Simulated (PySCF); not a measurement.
Isomers of C5H6ClF3O, one GFN2-xTB conformer each. Single-point energies are computed at PBE0/pcSseg-1 (PySCF, gas phase, no added dispersion term), electronic only.

```tsv
SMILES	GFN2-xTB relative energy (kJ/mol)
FC(F)(F)CO[C@@H]1C[C@H]1Cl	111.7
C[C@H](CC(=O)Cl)C(F)(F)F	0.0
```

Conformers: `[F:1][C:2]([F:3])([F:4])[CH2:5][O:6][C@@H:7]1[CH2:8][C@H:9]1[Cl:10]` with C2–C5–O6–C7 -71°, C5–O6–C7–C8 166°; `[CH3:1][C@H:2]([CH2:3][C:4](=[O:5])[Cl:6])[C:7]([F:8])([F:9])[F:10]` with C1–C2–C3–C4 65°, C2–C3–C4–O5 -123°.

**Question.** What does PBE0/pcSseg-1 give for the same structures?

**Answer.** 
```csv
SMILES,PBE0/pcSseg-1 E (Eh),PBE0/pcSseg-1 (kJ/mol),GFN2-xTB (kJ/mol),point group
C[C@H](CC(=O)Cl)C(F)(F)F,-1028.31771,0.0,0.0,C1
FC(F)(F)CO[C@@H]1C[C@H]1Cl,-1028.25109,174.9,111.7,C1
```

Both levels put the same isomer lowest. As drawn, the lower has a C=O bond, which the higher lacks; the higher has a three-membered ring, which the lower lacks.

**Question.** Which frontier levels, dipoles and rotational constants go with these structures?

**Answer.** 
| SMILES | HOMO (eV, PBE0/pcSseg-1) | LUMO (eV) | dipole (D) | A, B, C (MHz) |
| --- | --- | --- | --- | --- |
| C[C@H](CC(=O)Cl)C(F)(F)F | -8.86 | -1.39 | 0.81 | 2042, 598.0, 569.9 |
| FC(F)(F)CO[C@@H]1C[C@H]1Cl | -7.61 | 0.66 | 2.49 | 1888, 729.9, 602.5 |
